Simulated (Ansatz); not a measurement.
`B[Si](F)(F)[SiH3]` + H₂O → `O[Si](F)(F)[SiH3]` + BH₃ at 298.15 K and 1 bar (formal hydrolysis of the Si–B bond).

Calculated with Ansatz (gas phase, PBE0-D4/def2-TZVP geometries, no zero-point term in ΔE). CCSD(T)/CBS adds triple-zeta CCSD(T) − MP2 to the extrapolated MP2 energy (def2 sets, frozen cores). This one scheme is used for every species. Each species was taken in one conformer, which may not be the lowest.

| species | CCSD(T)/CBS energy (Eh) | H − E (kJ/mol) | S (J/(mol·K)) |
| --- | --- | --- | --- |
| `B[Si](F)(F)[SiH3]` | -805.62947 | 158.8 | 378.1 |
| H₂O | -76.37941 | 66.4 | 188.7 |
| `O[Si](F)(F)[SiH3]` | -855.51273 | 142.1 | 360.7 |
| BH₃ | -26.55200 | 78.7 | 188.3 |

H − E and S are ideal-gas, rigid-rotor, harmonic terms from PBE0-D4/def2-TZVP, for one conformer and one mirror image of each species. 1 Eh = 2625.50 kJ/mol, R = 8.31446 J/(mol·K).

By hand: ΔE, ΔH, ΔS and ΔG.

ΔE = (-855.51273) + (-26.55200) − (-805.62947) − (-76.37941) = -0.05585 Eh = -146.6 kJ/mol. Δ(H − E) = 142.1 + 78.7 − 158.8 − 66.4 = -4.4, so ΔH = -151.0 kJ/mol. ΔS = 360.7 + 188.3 − 378.1 − 188.7 = -17.8 J/(mol·K). ΔG = -151.0 − 298.15 × (-17.8)/1000 = -145.7 kJ/mol.

By hand: the equilibrium constant, and the temperature at which ΔG would vanish if ΔH and ΔS stayed fixed.

log₁₀ K = −ΔG/(RT ln 10) = 25.5. ΔG = 0 at ΔH/ΔS = 8483 K, far beyond where these terms or the molecules hold.

ΔH outweighs TΔS. A doubt of 5 kJ/mol in ΔE shifts log₁₀ K by 0.9 here. Other conformers and mirror images would add mixing entropy, several J/(mol·K) or more a flexible species. These are equilibria of isolated gas molecules and say nothing of rates. Largest T1 diagnostic: 0.013 (customary marks: 0.02 for closed shells, 0.045 for open ones).
